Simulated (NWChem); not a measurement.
H₂Ge

```xyz
3

Ge     0.0000     0.0000     0.0664
H     -1.1425     0.0000    -1.0616
H      1.1425     0.0000    -1.0616
```
Charge 0, spin multiplicity 1.

Program: NWChem. The geometry was optimised at B3LYP/def2-SVP, a minimum by its harmonic frequencies.

Symmetry labels belong to the abelian group C2v used in the runs, with the axes of the coordinates shown.

The Hamiltonian is non-relativistic. The structure started from a generated list of species.

Question: List the lowest 6 singlet excitations that CIS/def2-SVPD gives, with oscillator strengths.

Answer: 
| state | symmetry | energy (eV) | wavelength (nm) | f |
|---|---|---|---|---|
| 1 | b2 | 2.66 | 466 | 0.026 |
| 2 | a2 | 4.92 | 252 | 0.000 |
| 3 | a1 | 6.55 | 189 | 0.234 |
| 4 | b1 | 7.28 | 170 | 0.352 |
| 5 | a1 | 8.07 | 154 | 0.008 |
| 6 | a2 | 8.68 | 143 | 0.000 |
